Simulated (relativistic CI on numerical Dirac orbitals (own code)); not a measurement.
# d4 in a ligand field

Computed with a parametric ligand-field model of a d^n configuration (Racah B and C, spin-orbit zeta, crystal field), exact diagonalisation.

Field parameters in Wybourne normalisation: D4h B²₀ = −7Ds, B⁴₀ = 21(Dq − Dt), B⁴₄ = 21√(5/14) Dq; Oh B⁴₀ = 21Dq, B⁴₄ = √(5/14) B⁴₀; Td as Oh with Dq negative (B⁴₀ = 21Dq, B⁴₄ = √(5/14) B⁴₀). The field is a parameter set, without covalency.

(1) Ground term and bands for B = 920, C = 4210, ζ = 0 cm⁻¹, Td, 10Dq = -10150 cm⁻¹?

(2) Ground term and bands for B = 490, C = 1880, ζ = 0 cm⁻¹, D4h, 10Dq = 24900, Ds = 3000, Dt = 250 cm⁻¹?

(3) Ground term and bands for B = 770, C = 3390, ζ = 0 cm⁻¹, Td, 10Dq = -1450 cm⁻¹?

(4) Ground term and bands for B = 430, C = 2120, ζ = 0 cm⁻¹, D4h, 10Dq = 17750, Ds = 3000, Dt = 330 cm⁻¹?

(5) Ground term and bands for B = 520, C = 2080, ζ = 0 cm⁻¹, Oh, 10Dq = 5500 cm⁻¹?

Answers

(1) Ground term 5T2 with 2.00 electrons in the two orbitals of the cubic e set. Spin-allowed: 5E 10150 cm⁻¹ (985 nm). Lowest spin-forbidden: 3T1 13130 cm⁻¹ (762 nm), 1A1 14228 cm⁻¹ (703 nm), 3T2 16882 cm⁻¹ (592 nm).

(2) Ground term 3E with 0.02 electrons in the two orbitals of the cubic e set. Spin-allowed: 3A2 7530 cm⁻¹ (1328 nm), 3B1 18061 cm⁻¹ (554 nm), 3E 18170 cm⁻¹ (550 nm), 3A2 19137 cm⁻¹ (523 nm). Lowest spin-forbidden: 1A1 848 cm⁻¹, 1E 5791 cm⁻¹ (1727 nm), 5B1 7540 cm⁻¹ (1326 nm).

(3) Ground term 5T2 with 2.00 electrons in the two orbitals of the cubic e set. Spin-allowed: 5E 1450 cm⁻¹. Lowest spin-forbidden: 3T1 16148 cm⁻¹ (619 nm), 3T2 16649 cm⁻¹ (601 nm), 3T1 17387 cm⁻¹ (575 nm).

(4) Ground term 5B1 with 1.00 electrons in the two orbitals of the cubic e set. Spin-allowed: 5A1 13650 cm⁻¹ (733 nm), 5B2 17750 cm⁻¹ (563 nm), 5E 25100 cm⁻¹ (398 nm). Lowest spin-forbidden: 3E 1073 cm⁻¹, 1A1 2472 cm⁻¹, 1E 6898 cm⁻¹ (1450 nm).

(5) Ground term 5E with 1.00 electrons in the two orbitals of the cubic e set. Spin-allowed: 5T2 5500 cm⁻¹ (1818 nm). Lowest spin-forbidden: 3T1 6678 cm⁻¹ (1497 nm), 3E 10828 cm⁻¹ (924 nm), 3T1 11427 cm⁻¹ (875 nm).
